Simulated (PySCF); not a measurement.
# Input and output

[Dy(NH2)4]− (singlet in the valence; each metal's 4f electrons, 9 of them, lie in its core potential, out of spins and levels). PySCF 2.14.0, RKS BLYP, Dy lcecp-1-SVP with ECP55, N def2-SVP, H def2-SVP; non-relativistic Hamiltonian with scalar-relativistic core potentials where named; density fitting; no spin-orbit coupling. Purpose: level BLYP.

```python
mol = gto.M(atom='''
Dy    -0.00002     0.00000    -0.00000
N      1.35642     1.21099     1.33028
H      1.30420     1.40224     2.33075
H      2.22438     1.64605     1.01286
N     -1.35646    -1.33030     1.21097
H     -2.22406    -1.01278     1.64636
H     -1.30446    -2.33066     1.40210
N      1.35642    -1.21099    -1.33028
H      2.22438    -1.64605    -1.01286
H      1.30420    -1.40224    -2.33075
N     -1.35646     1.33030    -1.21097
H     -1.30446     2.33066    -1.40210
H     -2.22406     1.01278    -1.64636''',
    basis={'Dy': 'lcecp-1-SVP', 'N': 'def2-SVP', 'H': 'def2-SVP'},
    ecp={'Dy': 'lcecp-1-SVP'},
    charge=-1, spin=0)
mf = dft.RKS(mol, xc='BLYP')
mf.grids.atom_grid = (75, 302)  # f atoms: unpruned, at least (60, 302)
mf = mf.density_fit()  # fitting sets: Dy AutoAux, N def2-universal-JKFIT, H def2-universal-JKFIT
mf.conv_tol = 1e-08; mf.max_cycle = 55
mf.kernel(dm0)  # dm0: converged density of the relaxed state
mf.nuc_grad_method().kernel()
```

Run from Python with OMP_NUM_THREADS=2; the lines above give its settings. Where DIIS fails, smearing, a level shift and second-order steps follow.
It took 10 s on 2 threads of Arm Neoverse V1, with other jobs on the host, from an already converged density.

**Question.** Where do the frontier levels lie, over both spins?

**Answer.** HOMO 0.39 eV, LUMO 3.43 eV. The 4f levels lie in the core potential and are missing. The highest filled level lies above zero, as often for anions with such functionals and bases; it isn't the detachment energy.

**Question.** What are the Mulliken charges and spins?

**Answer.** 
```
atom  charge (e)  spin (e)
 Dy1       0.324     0.000
  N2      -0.410     0.000
  H3       0.038     0.000
  H4       0.041     0.000
  N5      -0.410     0.000
  H6       0.041     0.000
  H7       0.037     0.000
  N8      -0.410     0.000
  H9       0.041     0.000
 H10       0.038     0.000
 N11      -0.410     0.000
 H12       0.037     0.000
 H13       0.041     0.000
```
The spin of the 4f electrons in the core isn't counted.

**Question.** What forces act on the atoms (eV/Å)?

**Answer.** 
```
Dy   0.00  0.00  0.00
N   -0.21 -0.15 -0.15
H    0.00  0.11  0.46
H    0.39  0.20 -0.12
N    0.22  0.16 -0.15
H   -0.40  0.13  0.20
H    0.00 -0.46  0.11
N   -0.21  0.15  0.15
H    0.39 -0.20  0.12
H    0.00 -0.11 -0.46
N    0.22 -0.16  0.15
H    0.00  0.46 -0.11
H   -0.40 -0.13 -0.20
```
Forces carry noise of the integration grid, about 0.01 to 0.03 eV/Å.

The geometry was relaxed with PBE0 (Dy lcecp-1-SVP with ECP55, N def2-SVP, H def2-SVP).

An lcecp potential fixes the number of 4f electrons, so in runs with it no electron can move into or out of that shell.
